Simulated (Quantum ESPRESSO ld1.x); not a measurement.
Question: Excited configurations of H: one electron is placed in a higher orbital outside the bare nucleus. The ground configuration is 1s1. All-electron calculation, Dirac Kohn-Sham, PW91, spin-unpolarised, spherical densities, point nucleus; open shells fill j = l - 1/2 first. Program: ld1.x of Quantum ESPRESSO 7.5. Excitation = E - E(ground); binding = E(ion) - E, where the ion is the core of charge +1; n* = 1/sqrt(2 binding) in atomic units, and the quantum defect is n - n*.

outer orbital  excitation (eV)  binding (eV)     n*  quantum defect  eigenvalue (eV)  <r> (bohr)
3s1/2                   10.911         1.615  2.903           0.097           -1.003       12.97
3p1/2                   10.926         1.600  2.916           0.084           -0.933       12.15
6s1/2                   12.097         0.429  5.634           0.366           -0.297       51.95
6d3/2                   12.092         0.433  5.603           0.397           -0.290       48.65
7s1/2                   12.209         0.316  6.561           0.439           -0.221       70.44

Estimate the row for 7f5/2.

Answer: excitation (eV) 12.203; binding (eV) 0.322; n* 6.500; quantum defect 0.500; eigenvalue (eV) -0.216; <r> (bohr) 64.12. The Delta-SCF ionisation energy is 12.525 eV (NIST Atomic Spectra Database: 13.598 eV, theoretical). Self-interaction in the functional shifts the binding energies and quantum defects, so they are the method's values and not measured ones. Spin polarisation and multiplet splitting are left out, so open shells lie too high by an amount that depends on their filling.

Beside tabulated values, note that spin-unpolarised runs miss the spin-polarisation part of the exchange energy of open shells.
